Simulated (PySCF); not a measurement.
**I²⁺: excitation energy**

I²⁺ [Kr] 4d10 5s2 5p3 (4S) → I²⁺ [Kr] 4d10 5s1 5p4 (4P), as a difference of total energies. All numbers are calculated (PySCF 2.14, scalar relativity by spin-free X2C-1e, in x2c-QZVPPall (13s9p7d4f1g, 112 functions)). Correlated levels: valence: [Kr] 4d10 frozen. The calculations carry no spin-orbit coupling.

```tsv
method	excitation energy (cm⁻¹)
UHF	89613
MP2 (valence)	89048
SCS-MP2 (valence)	88938
CCSD (valence)	85628
CCSD(T) (valence)	84744
```

A first-order spin-orbit estimate (lowest level to lowest level, LS coupling) adds -0.391 eV.

The coupled-cluster amplitudes are large for the upper state (T1 above 0.03 or a double amplitude above 0.15), so a single reference is strained.
